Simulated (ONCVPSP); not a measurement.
# Reading a pseudo-wave (boron)

Columns: radius, all-electron u(r) and pseudo u(r) of the 2p shell (level -5.74 eV) of boron in the configuration [He] 2s2 2p0.75; PBE, scalar-relativistic, ONCV scheme, ONCVPSP 4.0.1.

```json
{"r (bohr)": "0.163", "all-electron": "0.0662", "pseudo": "0.0224"}
{"r (bohr)": "0.325", "all-electron": "0.1876", "pseudo": "0.0857"}
{"r (bohr)": "0.488", "all-electron": "0.3113", "pseudo": "0.1812"}
{"r (bohr)": "0.650", "all-electron": "0.4171", "pseudo": "0.2943"}
{"r (bohr)": "0.813", "all-electron": "0.5014", "pseudo": "0.4113"}
{"r (bohr)": "0.975", "all-electron": "0.5658", "pseudo": "0.5171"}
{"r (bohr)": "1.138", "all-electron": "0.6110", "pseudo": "0.6025"}
{"r (bohr)": "1.300", "all-electron": "0.6381", "pseudo": "0.6608"}
{"r (bohr)": "1.463", "all-electron": "0.6499", "pseudo": "0.6918"}
{"r (bohr)": "1.625", "all-electron": "0.6491", "pseudo": "0.6978"}
{"r (bohr)": "1.788", "all-electron": "0.6386", "pseudo": "0.6845"}
{"r (bohr)": "1.950", "all-electron": "0.6207", "pseudo": "0.6581"}
{"r (bohr)": "2.113", "all-electron": "0.5974", "pseudo": "0.6241"}
{"r (bohr)": "2.275", "all-electron": "0.5705", "pseudo": "0.5874"}
{"r (bohr)": "2.438", "all-electron": "0.5411", "pseudo": "0.5503"}
{"r (bohr)": "2.600", "all-electron": "0.5106", "pseudo": "0.5149"}
{"r (bohr)": "2.763", "all-electron": "0.4796", "pseudo": "0.4811"}
{"r (bohr)": "2.925", "all-electron": "0.4489", "pseudo": "0.4493"}
{"r (bohr)": "3.088", "all-electron": "0.4188", "pseudo": "0.4188"}
{"r (bohr)": "3.250", "all-electron": "0.3898", "pseudo": "0.3898"}
{"r (bohr)": "3.413", "all-electron": "0.3619", "pseudo": "0.3619"}
{"r (bohr)": "3.575", "all-electron": "0.3355", "pseudo": "0.3355"}
{"r (bohr)": "3.738", "all-electron": "0.3103", "pseudo": "0.3103"}
{"r (bohr)": "3.900", "all-electron": "0.2867", "pseudo": "0.2867"}
{"r (bohr)": "4.063", "all-electron": "0.2644", "pseudo": "0.2644"}
{"r (bohr)": "4.225", "all-electron": "0.2437", "pseudo": "0.2437"}
```

(1) How many radial nodes do the two functions have?

(2) At about which radius was the pseudo-wave matched?

(3) Where does each function peak?

(4) Is the pseudo-wave norm-conserving?

Results:

(1) The all-electron 2p function has n − l − 1 = 0; the pseudo-wave has 0.

(2) 3.25 bohr. The columns agree to 0.0005 from 2.92 bohr on; several derivatives are matched, so the curves merge somewhat inside the radius.

(3) Outermost all-electron maximum near 1.46 bohr, pseudo maximum near 1.62 bohr (to the table’s step).

(4) Yes: the ONCV scheme keeps the norm inside the radius equal to the all-electron one, which fixes the energy derivative of the logarithmic derivative at the level.
